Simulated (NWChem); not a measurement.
Species: C3H3Cl2F; SMILES CC(F)=C(Cl)Cl

Program: NWChem. The geometry was optimised at PBE0/def2-SVP. Ions are spin-unrestricted doublets at the neutral geometry; other ion states weren't tried.

```json
[
 {"level": "B3LYP/def2-SVP", "vertical ionisation energy, ΔSCF (eV)": "8.97", "−ε(HOMO) (eV)": "6.60", "ΔSCF minus −ε(HOMO) (eV)": "2.37"},
 {"level": "PBE/def2-SVP", "vertical ionisation energy, ΔSCF (eV)": "8.72", "−ε(HOMO) (eV)": "5.59", "ΔSCF minus −ε(HOMO) (eV)": "3.13"},
 {"level": "Hartree-Fock/def2-SVP", "vertical ionisation energy, ΔSCF (eV)": "8.60", "−ε(HOMO) (eV)": "9.68", "ΔSCF minus −ε(HOMO) (eV)": "-1.08"},
 {"level": "M06-2X/def2-SVP", "vertical ionisation energy, ΔSCF (eV)": "9.32", "−ε(HOMO) (eV)": "8.11", "ΔSCF minus −ε(HOMO) (eV)": "1.21"},
 {"level": "PBE0/def2-SVP", "vertical ionisation energy, ΔSCF (eV)": "9.07", "−ε(HOMO) (eV)": "6.90", "ΔSCF minus −ε(HOMO) (eV)": "2.17"}
]
```
